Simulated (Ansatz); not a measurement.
Basis-set extrapolation for `CC(=O)CC(=O)c1ccccc1` (PBE0-D4/def2-TZVP geometry, frozen core, the Gaussian-basis code of Ansatz). Multiplicity 1, RHF reference.

```tsv
	def2-TZVPP	def2-QZVPP
HF	-534.440688	-534.463323
MP2 correlation	-2.042469	-2.179686
CCSD(T) correlation	-2.186771	not run
```

Energies in hartree. Use E(X) = E(∞) + A·exp(−7.88·√X) for Hartree–Fock and E(X) = E(∞) + B·X^(−2.97) for correlation, with X = 3 and 4, and add CCSD(T) minus MP2 of the smaller set to the MP2 limit.

**Question.** What is the CCSD(T) energy at the basis-set limit?

**Answer.** HF limit: -534.463323 + (-0.022635) × 0.13774 = -534.46644. MP2 limit: -2.179686 + (-0.137217) × 0.74074 = -2.28133. Higher-order term: -2.186771 − (-2.042469) = -0.14430. Total: -536.89207 hartree, 694.7 kJ/mol below CCSD(T)/def2-TZVPP.
